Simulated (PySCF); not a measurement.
Si(H)(NHSiH3)(Me)2 (C₂H₁₁NSi₂), SMILES C[SiH](C)N[SiH3].

Coordinates come from a B3LYP-D3(BJ)/def2-SVP optimisation. One conformer was computed; it need not be the lowest.

Calculation: PBE/def2-TZVP in PySCF.

Isolated molecule, no solvent.

* **total energy**: -716.20879 hartree
* **highest occupied level**: -5.87 eV
* **lowest empty level**: -0.48 eV
* **orbital gap**: 5.39 eV
* **dipole moment**: 0.93 D
* **quadrupole, principal values (traceless, Buckingham form, about the centre of nuclear charge)**: -3.58, -1.51, 5.10 D·Å
* **mean static polarisability**: 86.9 bohr³ (12.87 Å³)
* **polarisability, principal values**: 77.3, 84.3, 99.0 bohr³
